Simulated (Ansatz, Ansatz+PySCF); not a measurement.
| atom | x (Å) | y (Å) | z (Å) |
| --- | --- | --- | --- |
| B | 0.0000 | 0.0000 | -0.2505 |
| H | 0.0000 | 0.0000 | 1.2524 |

Basis set: 6-31G (spherical functions). Correlated methods keep 1 orbital frozen. Charge 0, multiplicity 1.

Computed with Ansatz (development build ahead of 0.2.0); each method stands on the lowest determinant of its kind that the runs found. Restricted open shells among the atoms or ions are ROHF, correlated in semicanonical orbitals with singles.

(1) Give the atomization energy at this shape (free ground-state atoms in the same class of orbitals less the molecule, no zero-point energy) of singlet BH by PBE0 (unrestricted), RHF-CCSD(T), RHF-MP2, UHF-MP2, UHF.

## Answers

(1)

| method | atomization energy |
| --- | --- |
| PBE0 (unrestricted) | 3.03 eV |
| RHF-CCSD(T) | 2.75 eV |
| RHF-MP2 | 2.52 eV |
| UHF-MP2 | 2.42 eV |
| UHF | 2.12 eV |

Caution for RHF-CCSD(T), RHF-MP2, UHF-MP2: bonds are stretched, where a single reference can fail. Caution for UHF-MP2: a plain start can end on a higher determinant; another reference gives a lower total. Caution for UHF-MP2, UHF: the unrestricted determinant is spin contaminated.

This basis has no polarisation functions and is too small for such energies, which can lie far from measured ones in either direction.
